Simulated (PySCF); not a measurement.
# Correlation energy of Kr (krypton, neutral)

[Kr], closed-shell 1S. Calculation: PySCF 2.14, in def2-SVP (5s4p3d, 32 functions); no relativity, point nucleus. Frozen: [Ar] 3d10; 8 electrons correlated.

MP2 pair energies summed by pair of shells (mhartree):

| pair | energy | share (%) |
| --- | --- | --- |
| 4p-4p | -101.96 | 81.3 |
| 4s-4p | -18.03 | 14.4 |
| 4s-4s | -5.42 | 4.3 |

Total MP2 correlation energy: -125.42 mhartree.

Same-spin part -34.40 and opposite-spin part -91.02 mhartree; SCS-MP2 scales them by 1/3 and 6/5 to -120.69 mhartree.

| level | correlation energy (mhartree) |
| --- | --- |
| CCSD | -135.91 |
| (T) | -1.40 |
| CCSD(T) | -137.31 |

Diagnostics: T1 = 0.0011, D1 = 0.0031, largest double amplitude 0.048.

Cost of the coupled-cluster step: 0.07 s of wall time on 1 thread of Neoverse-V1 (shared host), for 8 correlated electrons.
